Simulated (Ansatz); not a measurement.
Geometry optimisation, RKS LDA/def2-mTZVP in Ansatz 0.2.0.

input.yaml

```yaml
crystal:
  periodic: [false, false, false]
  atoms:
    - { symbol: Mg, position_ang: [-0.339894, -0.50312, -2.515413] }
    - { symbol: C, position_ang: [1.506828, -0.649215, -1.429746] }
    - { symbol: Cl, position_ang: [-2.064063, -0.391631, -3.881897] }
    - { symbol: H, position_ang: [0.25016, -0.066904, 0.490268] }
    - { symbol: O, position_ang: [-0.674441, 0.003341, 0.791751] }
    - { symbol: Si, position_ang: [-0.979135, 0.754181, 2.239413] }
    - { symbol: H, position_ang: [1.452736, -1.414143, -0.634893] }
    - { symbol: H, position_ang: [1.814252, 0.31578, -0.989716] }
    - { symbol: H, position_ang: [2.320466, -0.957471, -2.105912] }
    - { symbol: H, position_ang: [-0.005745, 0.31166, 3.292799] }
    - { symbol: H, position_ang: [-0.916442, 2.248548, 2.125833] }
    - { symbol: H, position_ang: [-2.364723, 0.348774, 2.617514] }
basis:
  gaussian: { orbitals: def2-mTZVP }
hamiltonian:
  xc: lda
relax:
  f_tol: 0.03
  max_steps: 50
output:
  orbitals: {}
```

Run as:

```bash
$ ansatz run input.yaml --threads 4 --pin off --max-ram 5120MiB --backend cpu --events-out ev --progress --plain --runs-dir out
```

Q: Where does it end, and by what steps?

A: The forces met the threshold. After 23 steps the energy has fallen by 0.890 eV; Cl3 moved furthest, 2.79 Å. Joined: Mg1–O5 (3.36 → 2.03 Å).

```tsv
step	energy less start (eV)	largest force component (eV/Å)	accepted
0	0.0000	0.607	yes
1	-0.1151	0.353	yes
2	-0.2162	0.337	yes
3	-0.3548	0.508	yes
4	-0.5162	0.581	yes
5	-0.5778	0.557	yes
6	-0.5858	0.378	yes
7	-0.6163	0.279	yes
8	-0.6251	0.131	yes
9	-0.6424	0.149	yes
10	-0.6601	0.196	yes
11	-0.6777	0.258	yes
12	-0.6976	0.263	yes
13	-0.7214	0.576	yes
14	-0.7515	0.527	yes
15	-0.7792	0.216	yes
16	-0.7984	0.373	yes
17	-0.8242	0.389	yes
18	-0.8543	0.303	yes
19	-0.8697	0.397	yes
20	-0.7600	1.219	no
21	-0.8860	0.301	yes
22	-0.8897	0.112	yes
23	-0.8901	0.020	yes
```

```xyz
12
Properties=species:S:1:pos:R:3
Mg 0.084 -0.119 -1.090
C 1.883 -0.836 -1.812
Cl -2.041 0.651 -1.297
H 0.603 -0.101 1.529
O -0.123 0.116 0.911
Si -1.540 0.700 1.689
H 2.295 -1.638 -1.176
H 2.652 -0.048 -1.872
H 1.783 -1.257 -2.826
H -1.096 0.650 3.125
H -1.818 2.111 1.318
H -2.682 -0.230 1.502
```

Whether the end is a true minimum wasn't checked by a vibrational analysis.

The run took 48 s on 4 threads of Arm Neoverse N1, on a shared host, peak memory 0.19 GiB.
